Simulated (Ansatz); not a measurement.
Ansatz (an electronic-structure program) input:

Ansatz 0.2 input:
```yaml
crystal:
  periodic: [false, false, false]
  atoms:
    - {symbol: C, position_ang: [1.74811864, -0.38539365, -0.51119614]}
    - {symbol: C, position_ang: [0.80211667, 0.14908907, 0.20962455]}
    - {symbol: C, position_ang: [-0.58517617, 0.47065927, -0.28407148]}
    - {symbol: O, position_ang: [-1.58291502, -0.21187528, 0.46948615]}
    - {symbol: H, position_ang: [2.77260783, -0.70237133, -0.40038184]}
    - {symbol: H, position_ang: [0.97921402, 0.37128839, 1.26660763]}
    - {symbol: H, position_ang: [-0.66322225, 0.24594149, -1.35188006]}
    - {symbol: H, position_ang: [-0.79311591, 1.53284419, -0.14323055]}
    - {symbol: H, position_ang: [-1.42251833, -1.15882855, 0.38685415]}
basis:
  gaussian:
    orbitals: 6-31G*
magnetization: {spin_polarized: true, initial_magnetization: 1}
correlation: {method: ccsd_t, electrons: outside_noble_gas}
```

Predict the final energy.

-191.86000 Eh (CCSD(T)/6-31G*).

It need not be the lowest isomer of its formula.

The determinant is spin-contaminated: <S^2> is 0.95 against 0.75 for a pure state.
